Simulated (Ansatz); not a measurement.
Reaction (redistribution): `O[SiH](F)[O][GeH3]` + `CO[SiH2][SiH3]` → `CO[SiH2][SiH](O)F` + `[SiH3][O][GeH3]`

Calculated with Ansatz (gas phase, PBE0-D4/def2-TZVP geometries, no zero-point term in ΔE). CBS: MP2 limit from def2 TZ/QZ plus the TZ coupled-cluster correction, frozen cores. Functionals use def2-TZVPP. For Ge outer-core shells are correlated without core-valence functions, which leaves a few kJ/mol of doubt a bond. Scalar relativity is left out up to krypton. Each species was taken in one conformer, which may not be the lowest.

Question: Is it downhill or uphill in electronic energy at CCSD(T)/CBS, and by how much? (Estimate.)

Answer: Ansatz gave: Uphill: ΔE = +56.7 kJ/mol.

Question: What do these levels give: PBE-D4, r2SCAN-D4, PBE, r2SCAN, HF/def2-TZVPP, CCSD(T)/def2-TZVPP? (Best estimate.)

Answer: Ansatz gave: PBE-D4 55.2, r2SCAN-D4 60.0, PBE 54.4, r2SCAN 59.8, HF/def2-TZVPP 54.4, CCSD(T)/def2-TZVPP 58.4 kJ/mol.

Largest T1 diagnostic among the species: 0.012.
